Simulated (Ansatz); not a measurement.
V, quartet; HF/cc-pVDZ run with Ansatz (a first-principles code).

Ansatz was given this input:
Ansatz 0.2 input:
```yaml
crystal:
  periodic: [false, false, false]
  atoms:
    - {symbol: V, position_ang: [0.00000000, 0.00000000, 0.00000000]}
basis:
  gaussian:
    orbitals: cc-pVDZ
    fitting: {mean_field: def2-universal-JKFIT}
hamiltonian:
  xc: hf
magnetization: {spin_polarized: true, initial_magnetization: 3}
```

Output, abridged:

```
Functional definition: HF
264 factors; integrals over basis functions are off by at most 1.2e-1 eV
mean field evaluation 1: about -25656.0131 eV, gradient 1.1e1 eV
mean field evaluation 2: about -25656.8919 eV, gradient 3.8e0 eV
mean field evaluation 4: about -25656.9980 eV, gradient 2.2e-1 eV
mean field evaluation 8: about -25657.0808 eV, gradient 7.8e-1 eV
mean field evaluation 16: about -25655.3993 eV, gradient 2.0e-1 eV
mean field evaluation 32: about -25656.9847 eV, gradient 9.1e-1 eV
mean field evaluation 64: about -25655.9915 eV, gradient 7.8e-1 eV
mean field evaluation 96: about -25656.4488 eV, gradient 1.1e0 eV
mean field evaluation 128: about -25657.3249 eV, gradient 3.9e-1 eV
mean field evaluation 160: about -25657.1724 eV, gradient 8.6e-1 eV
mean field evaluation 192: about -25657.3327 eV, gradient 1.3e-1 eV
mean field evaluation 224: about -25656.9864 eV, gradient 9.7e-1 eV
mean field evaluation 256: about -25656.3173 eV, gradient 2.3e-1 eV
mean field evaluation 288: about -25656.3209 eV, gradient 1.1e-2 eV
mean field evaluation 320: about -25655.9705 eV, gradient 1.9e-1 eV
mean field evaluation 352: about -25657.3339 eV, gradient 5.6e-6 eV
mean field evaluation 384: about -25651.9260 eV, gradient 1.1e1 eV
mean field evaluation 416: about -25651.2656 eV, gradient 3.4e0 eV
mean field -25657.33385239 eV, -942.8896279099 hartree, gradient 1.1e-5 eV, S^2 3.762468; 6 other end points of the search recorded, 0 dependent functions left out
reference -25657.33385239 eV, -942.8896279099 hartree; 13, 10 occupied and 30, 33 virtual orbitals, 264 factors
Total energy: -25657.33385239 eV, -942.8896279099 hartree
```
